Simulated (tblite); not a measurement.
Record of a relaxation.

Species: C₈H₁₁OP.
SMILES with atom numbers: `[CH2:1]=[CH:2][p:3]1[c:4]([CH3:5])[cH:6][cH:7][c:8]1[O:9][CH3:10]` (hydrogens: H11, H12 on C1; H13 on C2; H14, H15, H16 on C5; H17 on C6; H18 on C7; H19, H20, H21 on C10)

Computed with GFN2-xTB (tblite), gas phase: L-BFGS steps from a force-field or distance-geometry start until the largest atomic force falls under 0.01 eV/Å. 4 of its 108 geometries are shown.

Step 0: E = -795.6762 eV, largest atomic force 0.764 eV/Å
```
atom  x, y, z in Å  |  force x, y, z in eV/Å
C1     -2.105    2.433   -0.039   -0.409   0.164  -0.141
C2     -1.029    1.681    0.116    0.279  -0.264   0.162
P3     -0.741    0.209   -0.976    0.508  -0.006   0.434
C4     -1.086   -1.137    0.269    0.205   0.342  -0.008
C5     -2.468   -1.563    0.639   -0.158   0.268  -0.049
C6      0.065   -1.647    0.740    0.155   0.304  -0.215
C7      1.275   -1.035    0.221    0.242  -0.423   0.384
C8      1.095   -0.038   -0.659   -0.721   0.251  -0.026
O9      2.004    0.734   -1.314   -0.164  -0.138   0.142
C10     3.363    0.475   -1.029    0.189   0.336  -0.157
H11    -2.859    2.228   -0.804    0.384   0.108   0.330
H12    -2.287    3.294    0.601   -0.019  -0.233  -0.203
H13    -0.312    1.928    0.913   -0.176  -0.308  -0.469
H14    -2.458   -2.386    1.350    0.123   0.039   0.060
H15    -3.024   -0.722    1.081    0.149  -0.247  -0.164
H16    -3.011   -1.899   -0.245   -0.015   0.093  -0.008
H17     0.126   -2.443    1.474   -0.029   0.074  -0.162
H18     2.238   -1.387    0.570   -0.060   0.030  -0.072
H19     3.641   -0.539   -1.320   -0.030  -0.113   0.136
H20     3.977    1.173   -1.617   -0.386  -0.094   0.045
H21     3.587    0.656    0.029   -0.066  -0.182  -0.020
```

Step 36: E = -795.7862 eV, largest atomic force 0.015 eV/Å
```
atom  x, y, z in Å  |  force x, y, z in eV/Å
C1     -2.083    2.395   -0.049    0.001   0.002  -0.004
C2     -1.020    1.625    0.112    0.007   0.007  -0.007
P3     -0.698    0.182   -0.965    0.000  -0.007   0.012
C4     -1.060   -1.112    0.283   -0.008  -0.008  -0.005
C5     -2.456   -1.508    0.625   -0.004   0.000  -0.003
C6      0.077   -1.656    0.751   -0.006   0.010   0.005
C7      1.298   -1.060    0.265    0.001  -0.008   0.000
C8      1.079   -0.039   -0.587    0.011   0.000   0.005
O9      1.952    0.765   -1.237    0.004   0.001  -0.004
C10     3.322    0.505   -1.039   -0.002   0.000  -0.001
H11    -2.800    2.213   -0.834    0.003   0.009  -0.007
H12    -2.281    3.238    0.594   -0.007  -0.009   0.009
H13    -0.295    1.811    0.894   -0.008  -0.001   0.008
H14    -2.459   -2.312    1.359    0.005   0.013   0.002
H15    -3.003   -0.657    1.031   -0.001  -0.007  -0.001
H16    -2.986   -1.846   -0.266    0.001  -0.004   0.001
H17     0.101   -2.473    1.457    0.007   0.008  -0.004
H18     2.263   -1.404    0.599    0.003  -0.006  -0.003
H19     3.577   -0.514   -1.346    0.003   0.006  -0.004
H20     3.860    1.222   -1.657   -0.004  -0.007   0.005
H21     3.602    0.644    0.011   -0.007   0.000  -0.005
```

Step 71: E = -795.7885 eV, largest atomic force 0.015 eV/Å
```
atom  x, y, z in Å  |  force x, y, z in eV/Å
C1     -2.072    2.409   -0.059    0.002  -0.003  -0.003
C2     -1.043    1.603    0.140    0.003   0.004   0.000
P3     -0.700    0.185   -0.964   -0.014   0.001   0.002
C4     -1.055   -1.116    0.278   -0.009   0.006   0.000
C5     -2.450   -1.506    0.629   -0.004   0.003   0.004
C6      0.084   -1.653    0.750   -0.009   0.004   0.003
C7      1.301   -1.056    0.257    0.002  -0.005   0.004
C8      1.079   -0.032   -0.590   -0.004  -0.006  -0.001
O9      1.950    0.768   -1.248    0.003   0.000   0.007
C10     3.320    0.504   -1.049    0.004   0.002   0.000
H11    -2.733    2.284   -0.902    0.005   0.008   0.004
H12    -2.298    3.227    0.608    0.009  -0.006  -0.006
H13    -0.374    1.728    0.982   -0.004   0.001  -0.003
H14    -2.453   -2.253    1.420    0.000   0.000  -0.009
H15    -3.012   -0.634    0.965   -0.011  -0.010  -0.004
H16    -2.964   -1.915   -0.242    0.006  -0.004   0.011
H17     0.112   -2.463    1.462    0.002  -0.004  -0.003
H18     2.267   -1.404    0.584    0.015   0.000   0.001
H19     3.576   -0.509   -1.377   -0.002   0.005   0.000
H20     3.861    1.232   -1.649   -0.001  -0.001  -0.001
H21     3.593    0.619    0.005    0.007   0.004  -0.005
```

Step 107: E = -795.7911 eV, largest atomic force 0.010 eV/Å
```
atom  x, y, z in Å  |  force x, y, z in eV/Å
C1     -1.985    2.501   -0.091   -0.001   0.005   0.002
C2     -1.062    1.594    0.185    0.001  -0.005  -0.003
P3     -0.731    0.181   -0.927    0.000  -0.004  -0.003
C4     -1.064   -1.140    0.299    0.002  -0.004  -0.002
C5     -2.451   -1.575    0.633    0.007   0.000   0.001
C6      0.083   -1.671    0.755    0.002   0.000   0.005
C7      1.292   -1.054    0.267    0.000   0.001  -0.003
C8      1.054   -0.022   -0.566   -0.001   0.001   0.000
O9      1.911    0.795   -1.220   -0.003   0.000  -0.009
C10     3.285    0.526   -1.067   -0.001   0.001  -0.001
H11    -2.566    2.458   -0.998    0.001   0.004  -0.002
H12    -2.197    3.323    0.575    0.000   0.001   0.001
H13    -0.475    1.637    1.095    0.002  -0.005   0.000
H14    -2.450   -2.219    1.510    0.001  -0.001   0.004
H15    -3.086   -0.710    0.827   -0.006  -0.001   0.004
H16    -2.887   -2.126   -0.200   -0.007   0.004  -0.006
H17     0.125   -2.494    1.453   -0.001  -0.001   0.004
H18     2.265   -1.394    0.583    0.001  -0.001   0.001
H19     3.526   -0.488   -1.402   -0.001  -0.002   0.001
H20     3.808    1.251   -1.687    0.002   0.006   0.004
H21     3.596    0.642   -0.023    0.001   0.003   0.002
```

**Question.** Summarise the path.

**Answer.** The energy falls by 2.65 kcal/mol from step 0 to step 107; nine tenths of that is first reached at step 14. It falls at every step. The largest force goes from 0.764 to 0.010 eV/Å. Among the bonds P3–C8 changes most, from 1.879 to 1.832 Å; the atoms move by 0.180 Å rms after alignment.

**Question.** Follow the three bonds and two angles with the largest change from start to end.

**Answer.** 
```tsv
step	E above end (kcal/mol)	largest force (eV/Å)	P3–C8 (Å)	P3–C4 (Å)	C2–P3 (Å)	P3–C2–H13 (°)	C6–C7–C8 (°)
0	2.65	0.764	1.879	1.866	1.856	120.2	115.8
5	0.77	0.251	1.837	1.838	1.826	117.5	113.5
9	0.39	0.088	1.836	1.837	1.836	116.2	112.9
14	0.25	0.069	1.833	1.834	1.828	116.4	113.0
19	0.19	0.054	1.830	1.835	1.830	116.5	112.7
23	0.16	0.058	1.831	1.834	1.828	116.5	112.8
28	0.13	0.027	1.829	1.836	1.828	116.4	112.8
33	0.12	0.035	1.830	1.833	1.829	116.3	112.9
37	0.11	0.022	1.831	1.835	1.828	116.4	112.8
42	0.11	0.033	1.830	1.833	1.830	116.4	112.8
47	0.10	0.026	1.831	1.834	1.828	116.4	112.8
51	0.09	0.032	1.830	1.834	1.830	116.4	112.8
56	0.08	0.030	1.831	1.834	1.828	116.4	112.8
60	0.08	0.026	1.830	1.834	1.829	116.4	112.9
65	0.07	0.025	1.831	1.834	1.828	116.6	112.8
70	0.06	0.026	1.830	1.834	1.829	116.3	112.9
74	0.06	0.019	1.832	1.834	1.829	116.3	112.8
79	0.05	0.021	1.831	1.834	1.829	116.3	112.9
84	0.04	0.019	1.832	1.834	1.828	116.1	113.0
88	0.03	0.023	1.832	1.835	1.828	115.9	112.9
93	0.02	0.024	1.833	1.834	1.828	116.0	112.9
98	0.01	0.015	1.832	1.834	1.829	116.2	112.8
102	0.01	0.021	1.831	1.833	1.828	116.4	112.9
107	0.00	0.010	1.832	1.833	1.828	116.3	112.9
```
